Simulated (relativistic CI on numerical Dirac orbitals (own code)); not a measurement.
**Co³⁺ in a cubic cluster: 3p photoemission with charge transfer**

Computed with a charge-transfer multiplet model of a cubic metal-ligand cluster with up to 2 ligand holes, Slater and spin-orbit integrals from Dirac-Coulomb-Breit ions, Slater integrals scaled by 0.9. The ground state mixes d6 with configurations of k ligand holes L, whose averages lie at kΔ + k(k − 1)U_dd/2; a core hole lowers each added d electron by U_cd. 300 K, Lorentzian 0.9 eV and Gaussian 0.8 eV FWHM.

Atomic integrals in eV (Slater integrals scaled, ζ unscaled), ground: F2dd 11.345, F4dd 7.087, zeta_d 0.071; with the core hole: F2dd 12.248, F4dd 7.692, zeta_d 0.078, zeta_core 1.257, F2cd 12.869, G1cd 15.833, G3cd 9.720.

Cluster parameters (eV): Δ = 1, U_cd = 7.8, 10Dq = 1.1, 10Dq(ligand) = 1.5, V(eg) = 2.5, V(t2g) = -1.11, final-state hopping factor = 0.8.

| Case | n_d | d6 | d7L | d8L2 | S |
| --- | --- | --- | --- | --- | --- |
| U_dd = 4 eV | 6.84 | 0.31 | 0.54 | 0.15 | 0.07 |
| U_dd = 5.4 eV | 6.79 | 0.34 | 0.54 | 0.12 | 0.08 |
| U_dd = 6.1 eV | 6.76 | 0.35 | 0.54 | 0.11 | 0.09 |

Weights, n_d and S are thermal averages at 300 K. Binding energies count from the first peak over 30 % of the highest in each spectrum, which can be another peak from case to case. The parameters are a model scan and need not match a compound or its usual spin state. Peaks in eV (height, largest 100):
- U_dd = 4 eV: 0.0 (100), 7.0 (65), 11.0 (38), 14.2 (29), 16.8 (31), 25.8 (12)
- U_dd = 5.4 eV: 0.0 (100), 6.9 (59), 11.0 (33), 13.8 (29), 15.9 (25), 25.3 (10)
- U_dd = 6.1 eV: 0.0 (100), 7.0 (56), 11.1 (31), 13.6 (28), 15.4 (23), 25.1 (9)

For the case U_dd = 6.1 eV, Δ = 1 eV is smaller than U_dd = 6.1 eV, the charge-transfer side of the Zaanen-Sawatzky-Allen scheme. With the core hole the average of the configuration with one ligand hole lies at Δ − U_cd = -6.8 eV before mixing: it lies below the unscreened one, so the lowest final states are mostly screened and the unscreened weight appears at higher binding energy as a satellite.

With at most 2 ligand holes the space is cut while the next configuration still counts, so covalency is underestimated, and a final configuration with one more ligand hole, which can lie low, is missing from the spectra.
